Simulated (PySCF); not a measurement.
Xenon: highly charged ions in a basis for the neutral atom

Xe¹²⁺ [Kr] 4d6, Xe¹³⁺ [Kr] 4d5. Computed with PySCF 2.14 in x2c-TZVPall (8s6p4d2f, 60 functions), with scalar relativity by spin-free X2C-1e. No spin-orbit coupling, so a gap to NIST mixes the basis error with missing relativistic terms.

Changed run: basis of the neutral atom used for a highly charged ion. This setting is unsound on purpose.

| species | method | sound run (hartree) | changed run (hartree) | converged |
| --- | --- | --- | --- | --- |
| Xe¹²⁺ | UHF | not run | -7396.43213 | yes |
| Xe¹²⁺ | M06-L | not run | -7398.78686 | yes |
| Xe¹²⁺ | M06-2X | not run | -7399.46497 | yes |
| Xe¹³⁺ | UHF | not run | -7386.12473 | yes |
| Xe¹³⁺ | M06-L | not run | -7388.39926 | yes |
| Xe¹³⁺ | M06-2X | not run | -7389.07371 | yes |

Ionisation energy of Xe¹²⁺:

```json
{"method": "UHF", "changed run (eV)": "280.48", "NIST (eV)": "281 ± 3"}
{"method": "M06-L", "changed run (eV)": "282.66", "NIST (eV)": "281 ± 3"}
{"method": "M06-2X", "changed run (eV)": "282.76", "NIST (eV)": "281 ± 3"}
```

The contracted functions were made for the neutral atom and can be too rigid for a highly charged ion.
